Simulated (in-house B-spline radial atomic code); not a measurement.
Computed with a B-spline radial atomic code. Model: two electrons, singlet ground state, non-relativistic, full CI in B-splines with partial waves to l = 8 (at full coupling up to 3e-4 hartree above the limit, correlation up to 0.6 % small), density held at that of full coupling by Lieb maximisation.

W(λ) is the mean repulsion in the state of coupling λ less the Hartree energy of the fixed density. Its start is exact exchange, its initial slope is twice the second-order Görling-Levy correlation energy, and its area from 0 to 1 is E_xc. A straight curve means weak, dynamic correlation, and a curve that drops fast and flattens means strong correlation.

Command:
```bash
python run_ac.py task.json out
```
Settings (lengths in bohr, energies in hartree):
```
potential              dot
strength               1.38
lmax                   8
second                 0.5
```

Cost of the run: 8.6 s on 1 thread of Intel(R) Xeon(R) Processor @ 2.30GHz (shared host).

**W = mean repulsion less Hartree energy, and W of three functionals.**

Given: confinement charge in harmonic well; well frequency 1.38 hartree; nuclear charge 0.5; external potential omega^2 r^2/2 - Z/r.

Computed: PBE exchange minus exact 41.003 millihartree; SCAN exchange minus exact 4.7742 millihartree.

```json
{"coupling": "0", "W xc (hartree)": "-0.96848", "W xc minus exchange (millihartree)": "0", "kinetic minus Kohn-Sham (millihartree)": "0", "LDA (PW92) W minus its exchange (millihartree)": "0", "PBE W minus its exchange (millihartree)": "0", "SCAN W minus its exchange (millihartree)": "0"}
{"coupling": "0.02", "W xc (hartree)": "-0.9704", "W xc minus exchange (millihartree)": "-1.918", "kinetic minus Kohn-Sham (millihartree)": "0.02", "LDA (PW92) W minus its exchange (millihartree)": "-11.88", "PBE W minus its exchange (millihartree)": "-2.87", "SCAN W minus its exchange (millihartree)": "-1.89"}
{"coupling": "0.05", "W xc (hartree)": "-0.97324", "W xc minus exchange (millihartree)": "-4.761", "kinetic minus Kohn-Sham (millihartree)": "0.12", "LDA (PW92) W minus its exchange (millihartree)": "-24.26", "PBE W minus its exchange (millihartree)": "-7.09", "SCAN W minus its exchange (millihartree)": "-4.66"}
{"coupling": "0.12", "W xc (hartree)": "-0.97972", "W xc minus exchange (millihartree)": "-11.237", "kinetic minus Kohn-Sham (millihartree)": "0.67", "LDA (PW92) W minus its exchange (millihartree)": "-46.31", "PBE W minus its exchange (millihartree)": "-16.52", "SCAN W minus its exchange (millihartree)": "-10.88"}
{"coupling": "0.25", "W xc (hartree)": "-0.99118", "W xc minus exchange (millihartree)": "-22.704", "kinetic minus Kohn-Sham (millihartree)": "2.78", "LDA (PW92) W minus its exchange (millihartree)": "-76.97", "PBE W minus its exchange (millihartree)": "-32.61", "SCAN W minus its exchange (millihartree)": "-21.78"}
{"coupling": "0.4", "W xc (hartree)": "?", "W xc minus exchange (millihartree)": "?", "kinetic minus Kohn-Sham (millihartree)": "?", "LDA (PW92) W minus its exchange (millihartree)": "?", "PBE W minus its exchange (millihartree)": "?", "SCAN W minus its exchange (millihartree)": "?"}
{"coupling": "0.6", "W xc (hartree)": "-1.0188", "W xc minus exchange (millihartree)": "-50.336", "kinetic minus Kohn-Sham (millihartree)": "14.39", "LDA (PW92) W minus its exchange (millihartree)": "-134.15", "PBE W minus its exchange (millihartree)": "-69.04", "SCAN W minus its exchange (millihartree)": "-47.84"}
{"coupling": "0.8", "W xc (hartree)": "-1.0328", "W xc minus exchange (millihartree)": "-64.274", "kinetic minus Kohn-Sham (millihartree)": "24.13", "LDA (PW92) W minus its exchange (millihartree)": "-158.74", "PBE W minus its exchange (millihartree)": "-86.61", "SCAN W minus its exchange (millihartree)": "-61.02"}
{"coupling": "1", "W xc (hartree)": "?", "W xc minus exchange (millihartree)": "?", "kinetic minus Kohn-Sham (millihartree)": "?", "LDA (PW92) W minus its exchange (millihartree)": "?", "PBE W minus its exchange (millihartree)": "?", "SCAN W minus its exchange (millihartree)": "?"}
{"coupling": "1.4", "W xc (hartree)": "-1.0681", "W xc minus exchange (millihartree)": "-99.626", "kinetic minus Kohn-Sham (millihartree)": "62.58", "LDA (PW92) W minus its exchange (millihartree)": "-214.99", "PBE W minus its exchange (millihartree)": "-129.9", "SCAN W minus its exchange (millihartree)": "-94.95"}
{"coupling": "2", "W xc (hartree)": "-1.096", "W xc minus exchange (millihartree)": "-127.52", "kinetic minus Kohn-Sham (millihartree)": "109.69", "LDA (PW92) W minus its exchange (millihartree)": "-256.01", "PBE W minus its exchange (millihartree)": "-163.59", "SCAN W minus its exchange (millihartree)": "-122.49"}
{"coupling": "3", "W xc (hartree)": "-1.1312", "W xc minus exchange (millihartree)": "-162.75", "kinetic minus Kohn-Sham (millihartree)": "196.8", "LDA (PW92) W minus its exchange (millihartree)": "-306.1", "PBE W minus its exchange (millihartree)": "-206.54", "SCAN W minus its exchange (millihartree)": "-158.55"}
{"coupling": "4.5", "W xc (hartree)": "-1.1678", "W xc minus exchange (millihartree)": "-199.29", "kinetic minus Kohn-Sham (millihartree)": "331.95", "LDA (PW92) W minus its exchange (millihartree)": "-357.92", "PBE W minus its exchange (millihartree)": "-252.54", "SCAN W minus its exchange (millihartree)": "-197.63"}
{"coupling": "7", "W xc (hartree)": "-1.206", "W xc minus exchange (millihartree)": "-237.51", "kinetic minus Kohn-Sham (millihartree)": "547.59", "LDA (PW92) W minus its exchange (millihartree)": "-413.81", "PBE W minus its exchange (millihartree)": "-303.46", "SCAN W minus its exchange (millihartree)": "-239.97"}
{"coupling": "10", "W xc (hartree)": "-1.234", "W xc minus exchange (millihartree)": "-265.56", "kinetic minus Kohn-Sham (millihartree)": "782.74", "LDA (PW92) W minus its exchange (millihartree)": "-456.92", "PBE W minus its exchange (millihartree)": "-343.43", "SCAN W minus its exchange (millihartree)": "-271.15"}
```

(1) What belongs in the row 0.4?

(2) What belongs in the row 1?

(3) What is the LDA exchange minus exact?

**Energy parts, natural occupations and partial-wave weights.**

Computed: total energy 3.6889 hartree; correlation energy -0.041438 hartree; initial slope twice GL2 -0.096381 hartree; kinetic part over minus potential part 0.4622; Hartree energy 1.937 hartree; Kohn-Sham kinetic 2.1902 hartree; Lieb Oxford ratio E_xc over LDA exchange 1.2219.

```tsv
natural	occupation of the shell (electrons)
s	1.9831
p	0.014714
s	0.0013055
d	?
p	0.00014548
f	6.7843e-05
```

(4) What belongs in the row d?

```json
{"wave": "s", "weight": "0.99223"}
{"wave": "p", "weight": "0.0074344"}
{"wave": "d", "weight": "?"}
{"wave": "f", "weight": "3.7766e-05"}
{"wave": "g", "weight": "8.5128e-06"}
```

(5) What belongs in the row d?

(6) What is the exchange energy?

(7) What is the kinetic part of the DFT correlation energy?

Answers

(1) W xc (hartree): -1.0036; W xc minus exchange (millihartree): -35.093; kinetic minus Kohn-Sham (millihartree): 6.8; LDA (PW92) W minus its exchange (millihartree): -104.5; PBE W minus its exchange (millihartree): -49.28; SCAN W minus its exchange (millihartree): -33.47.

(2) W xc (hartree): -1.0455; W xc minus exchange (millihartree): -77.051; kinetic minus Kohn-Sham (millihartree): 35.61; LDA (PW92) W minus its exchange (millihartree): -179.87; PBE W minus its exchange (millihartree): -102.41; SCAN W minus its exchange (millihartree): -73.19.

(3) 141.94 millihartree.

(4) occupation of the shell (electrons): 0.0005442.

(5) weight: 0.00028667.

(6) -0.96848 hartree.

(7) 0.035613 hartree.

Half-way to full coupling W has made 55 % of its drop, against 50 % for a straight line, and second-order (GL2) theory, half the initial slope, overshoots the correlation energy by about 16 %: a moderate bend, as in light atoms. Over couplings 0 to 1 the errors in E_xc come to about +72 millihartree for LDA, +26 millihartree for PBE, +6.8 millihartree for SCAN, so SCAN is nearest. In LDA and PBE the errors of exchange and correlation have opposite signs, so the sum is smaller than the larger of the two.
